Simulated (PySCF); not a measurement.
Compound: C7H11S (doublet state).
Cartesian coordinates in Å at the GFN2-xTB level; atoms count from 1:
```xyz
19
C7H11S angstrom
C     -3.601    0.976    0.089
C     -2.362    0.595   -0.284
C     -1.603   -0.364    0.414
C     -0.324   -0.817    0.074
C      0.404   -0.477   -1.027
C      1.773   -0.961   -1.258
S      2.980    0.404   -0.909
C      2.726    0.576    0.878
H     -4.080    0.548    0.953
H     -4.158    1.716   -0.458
H     -1.920    1.050   -1.160
H     -2.055   -0.786    1.302
H      0.119   -1.539    0.753
H      0.029    0.237   -1.744
H      1.961   -1.206   -2.302
H      2.043   -1.800   -0.618
H      1.679    0.789    1.076
H      3.036   -0.337    1.380
H      3.344    1.407    1.199
```

The hyperfine couplings belong to this conformer and change with its torsions.

Identity: `C=C/C=C\[CH]CSC` [radical].

Computed, not measured: PySCF, UKS B3LYP, pcH-1 on C H S, non-relativistic, mean-field spin-orbit, GIAO. The structure is a single GFN2-xTB conformer in the gas phase; no vibrational or solvent corrections. The geometry wasn't refined by DFT: couplings that depend on bond lengths, twists or pyramidal angles can differ widely from those at the functional's own minimum. The SCF solution wasn't tested for stability. ⟨S²⟩ is 0.788 where a pure state has 0.75.

(1) Predict the first-order ENDOR lines of C3, C5, C4, C2, C1, H12, H10, H9 and H15/H16 under fast tumbling at B = 349.6 mT (X band).

(2) Which pairs are centred on the nuclear Larmor frequency, and which on half the coupling?

(3) At what field would the lower line of C3 fall to zero frequency?

## Answers

(1) For S = 1/2 in fast tumbling each set of equivalent nuclei gives two lines, ν± = |νn ± a/2| to first order, with νn = g_N μN B/h and μN/h = 7.62259 MHz/T.

```csv
nuclei,isotope,g_N,νn (MHz),a_iso (MHz),lower line (MHz),upper line (MHz)
C3,13C,1.4048,3.74,48.93,20.72,28.21
C5,13C,1.4048,3.74,41.98,17.25,24.73
C4,13C,1.4048,3.74,-40.13,16.32,23.81
C2,13C,1.4048,3.74,-36.39,14.45,21.94
C1,13C,1.4048,3.74,35.16,13.83,21.32
H12,1H,5.5857,14.89,-34.30,2.26,32.03
H10,1H,5.5857,14.89,-27.08,1.35,28.42
H9,1H,5.5857,14.89,-25.54,2.12,27.65
H15/H16,1H,5.5857,14.89,17.08,6.34,23.43
```

The rows for 13C, of low natural abundance, apply to labelled samples.

(2) Centred on νn, since |a| < 2νn: H10, H9 and H15/H16. Centred on |a|/2 and split by 2νn: C3, C5, C4, C2, C1 and H12.

(3) Where νn = |a|/2, that is B = 24.46 MHz/(1.4048 × 7.62259 MHz/T) = 2280 mT, as far as first order holds there.

Couplings of abundant isotopes left out: H14 (-29.2 MHz), H13 (10.9 MHz) and H11 (9.7 MHz).

Means are taken over nuclei equivalent by connectivity, which assumes that they swap fast. The 1H value of +17.1 MHz is a mean of couplings from 2.5 to 31.7 MHz in this one geometry, not an average over conformers.

The run took 2.4 min of wall time (with the writing of density and orbital grids) on one thread, Arm Neoverse V2 (aarch64) (shared host), and the process peaked at 1.1 GiB of memory.
